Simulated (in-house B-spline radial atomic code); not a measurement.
A radial electron density 4πr²n(r) was computed for an atom or ion in its tabulated ground configuration with a B-spline radial code for spherical atoms; method: non-relativistic AM05, spin-polarised, spherical fractional occupations. Columns: r (bohr), 4πr²n(r) (electrons per bohr), bar.

```
 0.00244   0.9724 #
 0.00291    1.347 ##
 0.00347    1.856 ##
 0.00414    2.545 ###
 0.00493    3.453 ####
 0.00588    4.658 #####
   0.007    6.201 #######
 0.00835    8.183 #########
 0.00995    10.63 ############
  0.0119    13.64 ################
  0.0141    16.94 ####################
  0.0169    20.84 ########################
  0.0201     24.7 #############################
  0.0239    28.34 #################################
  0.0285    31.39 ####################################
   0.034    33.28 ######################################
  0.0405    33.65 #######################################
  0.0483    32.48 #####################################
  0.0576    30.23 ###################################
  0.0687    27.89 ################################
  0.0818    26.79 ###############################
  0.0976     27.9 ################################
   0.116    31.19 ####################################
   0.139    35.52 #########################################
   0.165    38.12 ############################################
   0.197    37.04 ###########################################
   0.235    31.67 #####################################
    0.28    24.12 ############################
   0.333    17.92 #####################
   0.398    15.57 ##################
   0.474    16.94 ####################
   0.565     19.1 ######################
   0.673       19 ######################
   0.802    15.73 ##################
   0.956    10.65 ############
    1.14    5.857 #######
    1.36    2.588 ###
    1.62     0.92 #
    1.93   0.2573 
     2.3   0.0549 
    2.74 0.008558
```

(1) Which atom or ion is it?
A. Ni5+
B. Ni4+
C. Cu5+
D. Ga6+

Results:

(1) A. The area under the curve, ∫4πr²n dr = ∫r·4πr²n d(ln r) on this logarithmic grid, is 23 electrons, which only this option has. The configuration is [Ar] 3d5.
